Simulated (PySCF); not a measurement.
PySCF input file for bicarbonate (CHO3), SMILES O=C(O)[O-], charge -1, PBE0/pcJ-1. The structure is a stationary point at PBE0-D3(BJ)/def2-SVPD. The values are those of a single conformer.

```python
import numpy as np
from pyscf import gto, scf, dft
from pyscf.prop.ssc import rks as ssc

mol = gto.M(
    atom='''
    O     0.78577710    0.99171512    0.00000000
    C    -0.06633363   -0.14898239    0.00000000
    O    -1.28213290    0.13476809    0.00000000
    O     0.52654712   -1.22977406    0.00000000
    H     0.15647127    1.72022113    0.00000000
    ''',
    basis='pcJ-1',
    charge=-1,
    spin=0,
    max_memory=1600,
    verbose=3,
)
mf = dft.RKS(mol, xc='pbe0')
mf.grids.level = 3
mf.conv_tol = 1e-10
mf.max_cycle = 100
mf.kernel()
j = ssc.SSC(mf)
j.with_fcsd = True
j.max_cycle_cphf = 80
j.conv_tol = 1e-7
e11 = j.kernel()
```

Output:

```
converged SCF energy = -264.1764077807
Reduced spin-spin coupling constant K (Hz)
               #0        #1        #2        #3        #4
        0 O    0.00000
        1 C  -25.45418   0.00000
        2 O   -8.73418 -27.98474   0.00000
        3 O    5.59544 -23.91468  -5.71107   0.00000
        4 H   14.62632  -0.59970  -0.46469   0.29374   0.00000
Spin-spin coupling constant J (Hz)
               #0        #1        #2        #3        #4
        0 O    0.00000
        1 C   27.08774   0.00000
        2 O   -5.01194  29.78070   0.00000
        3 O    3.21083  25.44944  -3.27718   0.00000
        4 H  -61.88765  -4.70577   1.96621  -1.24289   0.00000
```

The calculation finished and met its thresholds.
